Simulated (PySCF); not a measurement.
Mn¹¹⁺: ionisation energy

Mn¹¹⁺ [Ne] 3s2 3p2 (3P) → Mn¹²⁺ [Ne] 3s2 3p1 (2P), as a difference of total energies. Computed with PySCF 2.14 in an even-tempered Gaussian basis (19 s from 0.59 bohr⁻², ratio 2.5; 12 p from 0.76 bohr⁻², ratio 2.5; 5 d from 4.4 bohr⁻², ratio 2.7; 4 f from 6.6 bohr⁻², ratio 2.7), with the spin-free X2C one-electron Hamiltonian (Gaussian nucleus). Correlated levels: outer shells: 1s2 frozen; virtual orbitals above 40 to 60 times the deepest correlated orbital energy dropped. The calculations carry no spin-orbit coupling.

```csv
method,ionisation energy (eV)
UHF,312.03
MP2 (outer shells),312.61
SCS-MP2 (outer shells),312.46
CCSD (outer shells),312.56
CCSD(T) (outer shells),312.56
```

Question: How much does correlation contribute at CCSD(T) (outer shells)?

Answer: 312.56 − (312.03) = 0.53 eV, measured against UHF.

A first-order spin-orbit estimate (lowest level to lowest level, LS coupling) adds -0.054 eV.

For comparison: 314.4 ± 0.6 eV (semi-empirical (NIST evaluation); NIST Atomic Spectra Database, ionization energies).
